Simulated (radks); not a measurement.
The numbers below are computed, except where a source is named.
Question: Excited configurations of I8+: one electron is placed in a higher orbital outside [Kr] 4d8. The ground configuration is [Kr] 4d9. Code: a radial shooting solver on a logarithmic mesh with Libxc functionals. Model: scalar-relativistic Kohn-Sham, PBE, spin-polarised, spherical densities, finite nucleus; open shells are filled with parallel spins first (spin-orbit coupling, left out, can overturn this in heavy ions); Fermi nuclear charge, rms radius 4.75 fm. Excitation = E - E(ground); binding = E(ion) - E, where the ion is the core of charge +9; n* = 9/sqrt(2 binding) in atomic units. These energies are relativistic, and a one-electron ion of charge +9 with no core already has n* below n in this formula (scalar-relativistic equation, point nucleus: 4f 4.000, 5f 5.000, 6s 5.998, 6p 5.999, 6d 5.999, 7s 6.998, 7p 6.999, 7d 6.999, 7f 7.000). The quantum defect is therefore taken as that value minus n*, so that it holds no relativistic shift of the bare ion.

| outer orbital | excitation (eV) | binding (eV) | n* | quantum defect | eigenvalue (eV) | <r> (bohr) |
|---|---|---|---|---|---|---|
| 5f | 117.26 | 57.116 | 4.393 | 0.607 | -53.452 | 2.567 |
| 6s | 106.06 | 68.311 | 4.017 | 1.982 | -65.114 | 2.759 |
| 6p | 113.15 | 61.217 | 4.243 | 1.756 | -58.247 | 2.979 |
| 6d | 124.00 | 50.375 | 4.677 | 1.322 | -47.752 | 3.419 |
| 7s | 130.44 | 43.928 | 5.009 | 1.989 | -41.882 | 4.259 |
| 7p | 134.20 | 40.168 | 5.238 | 1.761 | -38.354 | 4.559 |
| 7d | 140.07 | 34.299 | 5.668 | 1.331 | -32.678 | 5.140 |
| 7f | 146.78 | 27.595 | 6.320 | 0.680 | -26.203 | 6.085 |

Estimate the row for 4f.

Answer: excitation (eV) 79.248; binding (eV) 95.123; n* 3.404; quantum defect 0.596; eigenvalue (eV) -85.614; <r> (bohr) 1.157. The Delta-SCF ionisation energy is 174.37 eV (NIST Atomic Spectra Database: 171 eV, theoretical). Self-interaction in the functional shifts the binding energies and quantum defects, so they are the method's values and not measured ones. Open shells are spherical and high-spin; term and fine-structure splittings are not resolved. Spin-orbit splitting is averaged out at the scalar-relativistic level.
